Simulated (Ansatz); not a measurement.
Cl3In, SMILES `[Cl][In]([Cl])[Cl]` with one electron removed (charge 1, multiplicity 2), Ansatz (a program for electronic structure) with frozen-core CCSD(T)/def2-TZVPP // PBE-D3(BJ)/def2-TZVP. The calculation was stopped at its time limit.

Ansatz 0.2 input:
```yaml
crystal:
  periodic: [false, false, false]
  atoms:
    - { symbol: Cl, position_ang: [2.193111, -0.743249, -0.003555] }
    - { symbol: In, position_ang: [0.000029, -0.000004, -0.000008] }
    - { symbol: Cl, position_ang: [-1.740222, -1.527579, -0.012008] }
    - { symbol: Cl, position_ang: [-0.452918, 2.27083, 0.015572] }
basis:
  gaussian: { orbitals: def2-TZVPP }
correlation:
  method: ccsd_t
total_charge: 1
magnetization:
  spin_polarized: true
  initial_magnetization: 1
```

The last lines of the output:

```
determinant -42653.32515386 eV, -1567.4807879421 hartree, with singles and doubles -42676.76630077 eV, -1568.3422342021 hartree
determinant -42653.32038317 eV, -1567.4806126224 hartree, with singles and doubles -42676.80971451 eV, -1568.3438296275 hartree
determinant -42653.13070577 eV, -1567.4736421067 hartree, with singles and doubles -42676.75551913 eV, -1568.3418379840 hartree
determinant -42652.96208300 eV, -1567.4674453341 hartree, with singles and doubles -42676.45711919 eV, -1568.3308719886 hartree
determinant -42652.35906726 eV, -1567.4452849145 hartree, with singles and doubles -42676.05847017 eV, -1568.3162219072 hartree
determinant -42654.35199231 eV, -1567.5185235591 hartree, with singles and doubles -42677.05739783 eV, -1568.3529318219 hartree
determinant -42654.35196508 eV, -1567.5185225584 hartree, with singles and doubles -42677.05737392 eV, -1568.3529309431 hartree
determinant -42654.35185757 eV, -1567.5185186077 hartree, with singles and doubles -42677.05727895 eV, -1568.3529274531 hartree
determinant -42654.20624300 eV, -1567.5131673709 hartree, with singles and doubles -42676.89249501 eV, -1568.3468717551 hartree
determinant -42654.20613615 eV, -1567.5131634442 hartree, with singles and doubles -42676.89239662 eV, -1568.3468681393 hartree
determinant -42653.77441743 eV, -1567.4972980739 hartree, with singles and doubles -42676.92189678 eV, -1568.3479522502 hartree
determinant -42654.35199231 eV, -1567.5185235591 hartree, with singles and doubles -42677.07263268 eV, -1568.3534916922 hartree
determinant -42654.35196508 eV, -1567.5185225584 hartree, with singles and doubles -42677.07260988 eV, -1568.3534908541 hartree
determinant -42654.35185757 eV, -1567.5185186077 hartree, with singles and doubles -42677.07251862 eV, -1568.3534875007 hartree
determinant -42654.20624300 eV, -1567.5131673709 hartree, with singles and doubles -42676.90630297 eV, -1568.3473791882 hartree
determinant -42654.20613615 eV, -1567.5131634442 hartree, with singles and doubles -42676.90620680 eV, -1568.3473756540 hartree
determinant -42653.77441743 eV, -1567.4972980739 hartree, with singles and doubles -42676.93301405 eV, -1568.3483608023 hartree
determinant -42653.43568946 eV, -1567.4848500507 hartree, with singles and doubles -42676.77013213 eV, -1568.3423750019 hartree
determinant -42653.43561148 eV, -1567.4848471850 hartree, with singles and doubles -42676.77006462 eV, -1568.3423725209 hartree
```
